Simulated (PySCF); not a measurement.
C2H13GeNSi2.
Bonds: C1–C2, C2–Si3, Si3–N4, N4–Si5, N4–Ge6. Hydrogens: H7, H8, H9 on C1; H10, H11 on C2; H12, H13 on Si3; H14, H15, H16 on Si5; H17, H18, H19 on Ge6.

Method used: core-valence-separated Tamm–Dancoff BHandHLYP/aug-pcX-1 (pcseg-1 on H, def2-SVPD on Si, def2-SVPD on Ge) in PySCF, non-relativistic, gas phase, PBE0-D3(BJ)/def2-SVP geometry. No empirical shift is added; at this level the pattern usually sits a few eV under experiment.

Problem. Give energies, oscillator strengths and core holes at the C K edge.

Solution. 
```json
{"E (eV)": "285.32", "f": "0.0097", "core hole on": "C2", "main final orbital": "LUMO+1 (33 %)"}
{"E (eV)": "285.40", "f": "0.0044", "core hole on": "C1", "main final orbital": "LUMO (55 %)"}
{"E (eV)": "285.84", "f": "0.0084", "core hole on": "C2", "main final orbital": "LUMO (42 %)"}
{"E (eV)": "285.92", "f": "0.0234", "core hole on": "C2", "main final orbital": "LUMO+4 (31 %)"}
{"E (eV)": "286.25", "f": "0.0277", "core hole on": "C1", "main final orbital": "LUMO+5 (30 %)"}
{"E (eV)": "286.32", "f": "0.0311", "core hole on": "C1", "main final orbital": "spread"}
{"E (eV)": "286.39", "f": "0.0318", "core hole on": "C2", "main final orbital": "spread"}
{"E (eV)": "286.54", "f": "0.0074", "core hole on": "C1", "main final orbital": "LUMO+1 (45 %)"}
{"E (eV)": "286.68", "f": "0.0014", "core hole on": "C2", "main final orbital": "LUMO+3 (41 %)"}
{"E (eV)": "286.84", "f": "0.0038", "core hole on": "C1", "main final orbital": "LUMO+3 (44 %)"}
{"E (eV)": "286.92", "f": "0.0005", "core hole on": "C2", "main final orbital": "LUMO+2 (61 %)"}
```

The first line with a tenth or more of the strongest one's intensity is at 285.32 eV (f = 0.010), with the hole on C2 (sp3 carbon bound to silicon). The strongest listed is at 286.39 eV (f = 0.032; C2).

Problem. What does the N 1s absorption edge look like?

Solution. 
| E (eV) | f | core hole on | main final orbital |
| --- | --- | --- | --- |
| 398.68 | 0.0073 | N4 | LUMO (54 %) |
| 399.88 | 0.0252 | N4 | spread |
| 400.09 | 0.0060 | N4 | spread |
| 400.31 | 0.0177 | N4 | LUMO+6 (58 %) |
| 400.51 | 0.0193 | N4 | spread |
| 400.88 | 0.0107 | N4 | LUMO+3 (32 %) |
| 401.04 | 0.0065 | N4 | spread |

The first line with a tenth or more of the strongest one's intensity is at 398.68 eV (f = 0.007), with the hole on N4 (nitrogen bridging silicon atoms). The strongest listed is at 399.88 eV (f = 0.025; N4).

Roots within 0.03 eV whose holes lie on the same, on equivalent or on shared atoms are summed into one line, and the highest roots are left out, as the search may have cut off their partners. Final orbitals are the ground state's empty Kohn–Sham orbitals.

Problem. What are the wavelength and the wavenumber of the 286.25 eV line?

Solution. λ = 12398.42 eV Å/286.25 eV = 43.313 Å; 2.3088 × 10⁶ cm⁻¹.

The ionisation thresholds weren't computed; near and above them a finite basis only mimics Rydberg series and continuum. The BHandHLYP/aug-pcX-1 (pcseg-1 on H, def2-SVPD on Si, def2-SVPD on Ge) calculation is non-relativistic and has no spin–orbit coupling, an omission that weighs most on germanium.

Conformer computed: `[CH3:1][CH2:2][SiH2:3][N:4]([SiH3:5])[GeH3:6]`: C1–C2–Si3–N4 178°, C2–Si3–N4–Si5 -20°.

One conformer stands for the species.
